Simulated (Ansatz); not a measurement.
In(PF3)H3 (InPH3F3). Total charge 0; singlet. Geometry r2SCAN-D4/def2-SVP; atoms count from 1.

```csv
atom,x (Å),y (Å),z (Å)
F1,-1.660,-1.700,-0.059
F2,-2.153,0.477,0.858
F3,-0.670,-1.020,2.034
In4,1.302,0.652,-0.823
P5,-0.900,-0.454,0.568
H6,1.534,1.879,0.377
H7,0.339,0.988,-2.222
H8,2.207,-0.821,-0.732
```

In the def2 sets In takes a core potential; there is no spin–orbit coupling. Another isomer (singlet) lies 0.49 eV lower at PBE0-D4/def2-TZVP; other spin states weren't run for this one.

(1) Estimate the Mulliken populations from the PBE0/def2-TZVP orbitals of Ansatz.

(2) And the Mayer bond orders between heavy atoms (over 0.3)?

Answers

(1) 
| atom | charge (e) |
| --- | --- |
| F1 | -0.21 |
| F2 | -0.21 |
| F3 | -0.21 |
| In4 | 0.13 |
| P5 | 0.80 |
| H6 | -0.10 |
| H7 | -0.10 |
| H8 | -0.10 |
Mulliken values depend strongly on the basis.

(2) F1–P5 1.14 (1.59 Å); F2–P5 1.14 (1.59 Å); F3–P5 1.14 (1.59 Å); In4–P5 0.38 (2.83 Å).
